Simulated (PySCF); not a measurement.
# Working with the constants of InSb

ωB97X-V constants of InSb, ³Σ⁻ (triplet), unpaired electrons π ↑↑ (In def2-TZVPPD with ECP28, Sb def2-TZVPPD with ECP28; scalar-relativistic core potentials (PySCF 2.14); masses 114.9039 and 120.9038 u):

| Quantity | Value |
| --- | --- |
| ωe | 152.0 cm⁻¹ |
| ωexe | 0.27 cm⁻¹ |
| Be | 0.033895 cm⁻¹ |
| αe | 9.25e-05 cm⁻¹ |
| De to In + Sb | 1.82 eV |

(1) What force constant and bond length do these constants imply?

(2) Estimate the centrifugal constant D from the Kratzer relation and find the Dunham coefficient a1.

These are scalar-relativistic numbers at best; spin–orbit coupling would shift them, the dissociation energy most. The state is the lowest determinant that a PBE0 search found; another state may lie lower at other levels.

Results:

(1) Reduced mass μred = 58.914 u; k = 5.8918×10⁻⁷·μred·ωe² (u, cm⁻¹, mdyn/Å) = 0.802 mdyn/Å; Re = √(16.8576/(μred·Be)) (u, cm⁻¹, Å) = 2.906 Å.

(2) D = 4Be³/ωe² = 6.74e-09 cm⁻¹; a1 = −1 − αeωe/(6Be²) = -3.04.
